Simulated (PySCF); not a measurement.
C6H5F.
Structure used (PBE0-D3(BJ)/def2-SVP), in Å, numbered top down from 1:
```
atom  x, y, z in Å
F1    -1.8036    0.3490   -1.6203
C2    -0.9144    0.2658   -0.5983
C3     0.0554    1.4231   -0.4235
C4     1.1363    0.6285   -0.4388
C5     0.3387   -0.6546   -0.6445
C6    -0.2494   -1.3137    0.5981
C7    -1.3402   -0.5331    0.6231
H8    -0.1009    2.4935   -0.2682
H9     2.2002    0.8100   -0.2660
H10    0.5257   -1.2641   -1.5401
H11    0.1373   -2.0809    1.2735
H12   -2.1932   -0.4374    1.2993
```

The calculation used PySCF, PBE0-D3(BJ)/def2-SVP geometry optimisation, gas phase.

Masses are those of the commonest isotopes; rigid-rotor values at the optimised geometry. 

Question: Give the principal moments of inertia and the rotational constants in MHz.

Answer: Ia = 126.97, Ib = 137.93, Ic = 205.26 u·Å²; 505379 MHz·u·Å²/I gives A = 3980, B = 3664, C = 2462 MHz.

Question: Classify the top.

Answer: An asymmetric top. Ray's parameter κ = (2B − A − C)/(A − C) = 0.583; −1 is the prolate and +1 the oblate limit.

Question: Is it planar, by Δ = Ic − Ia − Ib?

Answer: Not planar: Δ = Ic − Ia − Ib = -59.64 u·Å². For a rigid frame Δ = −2 Σ m c², so Σ m c² = 29.82 u·Å² lies off the ab plane: 8.02 from hydrogen and 21.80 from heavier atoms. The atom farthest from that plane is 1.88 Å away.

Question: List the rotational levels J(Ka,Kc) to J = 2 (MHz).

Answer: Above 0(0,0):
J = 1: 1(0,1) 6126, 1(1,1) 6443, 1(1,0) 7645
J = 2: 2(0,2) 17439, 2(1,2) 17493, 2(1,1) 21099, 2(2,1) 22048, 2(2,0) 22988
Those of J = 1 are B + C, A + C and A + B.

Question: Predict some low-J microwave lines.

Answer: The dipole components are |μa| = 1.74 D, |μb| = 0.00 D, |μc| = 0.60 D; the mirror of this Cs structure is the ac plane, so μb vanishes by symmetry (the 0.01 D computed is a residue) and there are no b-type lines. The squared components, which scale the intensities, stand as 1.00 : 0.12 (a : c). Some lines, for components of 0.1 D or more:

```json
{"type": "a", "branch": "Q", "J(Ka,Kc)": "2(2,0) ← 2(2,1)", "MHz": "940", "lower level (cm⁻¹)": "0.735"}
{"type": "c", "branch": "Q", "J(Ka,Kc)": "3(3,1) ← 3(2,1)", "MHz": "1892", "lower level (cm⁻¹)": "1.454"}
{"type": "a", "branch": "Q", "J(Ka,Kc)": "4(3,1) ← 4(3,2)", "MHz": "2622", "lower level (cm⁻¹)": "2.370"}
{"type": "a", "branch": "Q", "J(Ka,Kc)": "4(2,2) ← 4(2,3)", "MHz": "6236", "lower level (cm⁻¹)": "2.137"}
{"type": "c", "branch": "R", "J(Ka,Kc)": "1(1,0) ← 0(0,0)", "MHz": "7645", "lower level (cm⁻¹)": "0.000"}
{"type": "a", "branch": "R", "J(Ka,Kc)": "2(1,2) ← 1(1,1)", "MHz": "11051", "lower level (cm⁻¹)": "0.215"}
{"type": "a", "branch": "R", "J(Ka,Kc)": "3(2,2) ← 2(2,1)", "MHz": "18379", "lower level (cm⁻¹)": "0.735"}
{"type": "a", "branch": "R", "J(Ka,Kc)": "3(2,1) ← 2(2,0)", "MHz": "20607", "lower level (cm⁻¹)": "0.767"}
{"type": "a", "branch": "R", "J(Ka,Kc)": "4(1,4) ← 3(1,3)", "MHz": "21046", "lower level (cm⁻¹)": "1.121"}
{"type": "c", "branch": "R", "J(Ka,Kc)": "3(2,1) ← 2(1,1)", "MHz": "22497", "lower level (cm⁻¹)": "0.704"}
{"type": "c", "branch": "R", "J(Ka,Kc)": "3(2,2) ← 2(1,2)", "MHz": "22934", "lower level (cm⁻¹)": "0.584"}
{"type": "c", "branch": "R", "J(Ka,Kc)": "3(3,0) ← 2(2,0)", "MHz": "23142", "lower level (cm⁻¹)": "0.767"}
{"type": "c", "branch": "R", "J(Ka,Kc)": "3(3,1) ← 2(2,1)", "MHz": "23440", "lower level (cm⁻¹)": "0.735"}
{"type": "c", "branch": "R", "J(Ka,Kc)": "4(2,2) ← 3(1,2)", "MHz": "30151", "lower level (cm⁻¹)": "1.340"}
{"type": "c", "branch": "R", "J(Ka,Kc)": "4(1,3) ← 3(0,3)", "MHz": "30449", "lower level (cm⁻¹)": "1.120"}
```

No PBE0-D3(BJ)/def2-SVP frequencies stand behind this structure, so it isn't proved a minimum. No vibrational averaging or centrifugal distortion is included, and the geometry carries the error of its method.
